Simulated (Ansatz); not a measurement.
Two structures of SiPNH₈O, singlet, reached by relaxing down either side of one saddle point (PBE0-D4/def2-TZVP). Energies are electronic, without zero-point energy. Program: Ansatz 0.2.0. Basis: def2-TZVPP and def2-QZVPP. Cores are frozen in the correlated methods. Extrapolation: Hartree–Fock as exp(−7.88 √X), correlation as X^−2.97. First:

```
12
angstrom
Si -1.2181 -0.1070 0.8655
O -0.2546 -1.4035 1.2254
H -1.5789 -0.1421 -0.5760
H -2.4352 -0.1951 1.7176
N -0.4467 1.3834 1.1320
H 1.4606 -0.9879 -1.2003
P 1.5097 0.2902 -1.8109
H -0.6937 -2.2125 1.4914
H 0.2000 1.7303 0.4402
H -0.1987 1.6868 2.0594
H 0.8490 -0.1370 -2.9910
H 2.8065 0.0943 -2.3532
```

Second:

```tsv
atom	x (Å)	y (Å)	z (Å)
Si1	-0.2704	0.5106	0.2717
O2	-0.0553	-2.8403	-0.4886
H3	-1.4764	-0.2310	-0.2261
H4	0.2759	-0.2897	1.4025
N5	-0.5776	2.0806	0.8925
H6	-0.8885	-2.3616	-0.4606
P7	1.0855	0.7376	-1.5017
H8	0.2729	-2.8105	0.4133
H9	-0.8578	2.8251	0.2749
H10	-0.9684	2.1999	1.8128
H11	1.1967	-0.6674	-1.6743
H12	2.2631	0.8467	-0.7163
```

Which bonds change from the first to the second?

SiNH₅O ([NH2][SiH2][OH]) + PH₃ → SiPNH₆ ([NH2][SiH2][PH2]) + H₂O; bonds formed: Si1–P7, O2–H6; bonds broken: Si1–O2, H6–P7.

Give the saddle point's structure and its height above each. (An estimate is asked for; the value comes from the calculation.)

Computed: 210.3 kJ/mol above the first and 126.0 kJ/mol above the second (CCSD(T) at an estimated basis limit (MP2 extrapolated from triple and quadruple zeta, plus CCSD(T) − MP2 in triple zeta)).
Si1  (-0.802, 0.077, 0.413)
O2  (0.229, -1.441, 0.546)
H3  (-1.716, -0.042, -0.749)
H4  (-1.661, -0.375, 1.561)
N5  (-0.212, 1.528, 1.047)
H6  (0.727, -1.181, -0.362)
P7  (0.960, 0.391, -1.569)
H8  (-0.229, -2.294, 0.572)
H9  (0.378, 2.159, 0.534)
H10  (-0.522, 1.869, 1.941)
H11  (0.576, -0.561, -2.549)
H12  (2.271, -0.131, -1.386)
(Å)

The T1 diagnostic stays at or below 0.013.

Labels in which every atom is bracketed show which atoms are joined, not bond orders.

For scale, one of the runs: CCSD(T)/def2-TZVPP, 258 basis functions, launched by `ansatz run in.yaml --threads 4 --pin off --events-out ev --progress --plain --max-ram 9574MiB`. Time: 2.6 min of wall clock on 4 CPU threads of an Arm Neoverse V1; the host was shared. Peak host memory: 5.7 GiB.
